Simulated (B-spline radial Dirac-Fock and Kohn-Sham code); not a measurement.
# Hg 5p1/2: cross section and angular parameters

System: neutral mercury, [Xe] 4f14 5d10 6s2; threshold 83.10 eV (tabulated edge). The computed values come from a radial atomic solver: Dirac-Hartree-Slater photoionisation with a Latter tail; cross sections with all multipoles, angular parameters from the dipole term and its interference with E2.

For linearly polarised light dσ/dΩ = σ/(4π) [1 + β P₂(cos θ) + (δ + γ cos²θ) sin θ cos φ], with θ from the polarisation vector and φ the angle between the beam and the projection of the electron momentum on the plane normal to the polarisation.

```tsv
hν (eV)	σ (kb)	β	γ	δ
95	830	1.987	-0.067	0.000
141	228	1.397	0.476	-0.039
170	122	0.881	0.513	-0.032
200	76.0	0.405	0.358	-0.012
212	65.5	0.259	0.282	-0.003
263	42.1	-0.036	0.023	0.030
361	27.9	0.199	-0.031	0.051
375	26.9	0.256	-0.013	0.051
519	20.2	0.768	0.217	0.038
600	17.8	0.963	0.312	0.030
769	14.1	1.229	0.418	0.017
800	13.5	1.264	0.427	0.015
947	11.3	1.392	0.440	0.008
952	11.2	1.395	0.440	0.008
1040	10.2	1.450	0.431	0.005
1090	9.64	1.476	0.423	0.004
1486.9	6.57	1.607	0.320	-0.002
1500	?	?	?	?
1530	6.33	1.616	0.308	-0.002
3590	1.75	1.720	-0.011	-0.006
3750	1.62	1.719	-0.014	-0.006
4000	1.45	1.717	-0.014	-0.007
4240	1.31	1.715	-0.009	-0.007
4650	1.11	1.709	0.006	-0.007
8047.8	0.382	1.643	0.319	-0.003
8480	0.343	1.634	0.369	-0.002
9251.7	0.286	1.619	0.458	0.000
12000	0.162	1.566	0.772	0.009
```

Question: Give the values at 1500 eV.

Answer: σ = 6.50 kb, β = 1.610, γ = 0.316, δ = -0.002.
